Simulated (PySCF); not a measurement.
Partial charges of `CO[C@@H](C#N)[S@](=O)[O-]`

Compound: C₃H₄NO₃S (charge -1).
Cartesian coordinates in Å at the GFN2-xTB level; atoms count from 1:
```
atom  x, y, z in Å
C1    -1.2687   -1.1669   -0.4587
O2    -1.2080    0.1355    0.0662
C3     0.0773    0.7294   -0.0628
C4     0.0504    2.0877    0.3096
N5     0.0640    3.1852    0.6636
S6     1.4729   -0.1826    1.1418
O7     2.6526    0.6529    0.8548
O8     1.5578   -1.5138    0.4855
H9    -1.2317   -1.1465   -1.5586
H10   -2.2258   -1.5827   -0.1414
H11   -0.4481   -1.7856   -0.0883
H12    0.5086    0.5867   -1.0612
```

Density: PBE0/pcSseg-1 (PySCF); schemes: Mulliken, IAO, Hirshfeld and ESP-fitted. Geometry: GFN2-xTB, one conformer, isolated ion. The pcSseg-1 basis has no diffuse functions, a weakness for an anion.

Problem. Give the atomic charges in each scheme.

Solution. In e:

| atom | environment | Mulliken | IAO | Hirshfeld | ESP-fitted |
| --- | --- | --- | --- | --- | --- |
| C1 | methoxy carbon | -0.026 | -0.211 | -0.064 | +0.005 |
| O2 | ether oxygen | -0.510 | -0.391 | -0.164 | -0.333 |
| C3 | sp3 carbon bound to oxygen | -0.133 | -0.170 | -0.021 | -0.103 |
| C4 | nitrile carbon | +0.132 | +0.153 | +0.042 | +0.339 |
| N5 | nitrile nitrogen | -0.316 | -0.319 | -0.289 | -0.519 |
| S6 | sulfur bonded to C and 2 O | +0.782 | +1.303 | +0.247 | +0.286 |
| O7 | oxygen bonded to S | -0.648 | -0.943 | -0.428 | -0.480 |
| O8 | oxygen bonded to S | -0.668 | -0.951 | -0.413 | -0.481 |
| H9 | methyl hydrogen | +0.058 | +0.101 | +0.018 | +0.019 |
| H10 | methyl hydrogen | +0.084 | +0.131 | +0.030 | +0.059 |
| H11 | methyl hydrogen | +0.130 | +0.160 | +0.017 | +0.049 |
| H12 | methine hydrogen | +0.116 | +0.137 | +0.025 | +0.158 |

Mean size of the charges over all atoms: IAO 0.414 e, Mulliken 0.300 e, ESP-fitted 0.236 e, Hirshfeld 0.147 e. Each set sums to the total charge, -1, to within 0.001 e. The Hirshfeld scheme weights the molecular density at each point by an atom's share of the summed free-atom densities. The Mulliken scheme gives each basis function's population to the atom it is centred on and halves the overlap population of two atoms between them.

Lowest charge. The schemes don't all agree: Mulliken O8 (-0.668); IAO O8 (-0.951); Hirshfeld O7 (-0.428); ESP-fitted N5 (-0.519).

Highest charge. The schemes don't all agree: Mulliken S6 (+0.782); IAO S6 (+1.303); Hirshfeld S6 (+0.247); ESP-fitted C4 (+0.339).

Problem. How closely do the schemes follow one another over all atoms?

Solution. Correlation coefficient and root-mean-square difference: Mulliken with IAO 0.98, 0.203 e; Mulliken with Hirshfeld 0.94, 0.218 e; IAO with Hirshfeld 0.93, 0.390 e; Hirshfeld with ESP-fitted 0.92, 0.132 e; Mulliken with ESP-fitted 0.88, 0.191 e; IAO with ESP-fitted 0.82, 0.368 e.

Problem. How many electrons does the IAO scheme count on O7?

Solution. Z − q = 8 − (-0.943) = 8.943.

Problem. Sum the charges by element, for elements with more than one atom.

Solution. 
```tsv
element	atoms	Mulliken	IAO	Hirshfeld	ESP-fitted
C	3	-0.027	-0.229	-0.043	+0.242
O	3	-1.827	-2.285	-1.005	-1.294
H	4	+0.387	+0.530	+0.091	+0.285
```

The run behind these numbers computed NMR shieldings as well. Hardware: Arm Neoverse V2, one thread, shared host with 96 logical CPUs at a one-minute load of 60. Cost: 20 s, 0.74 GiB resident at most.
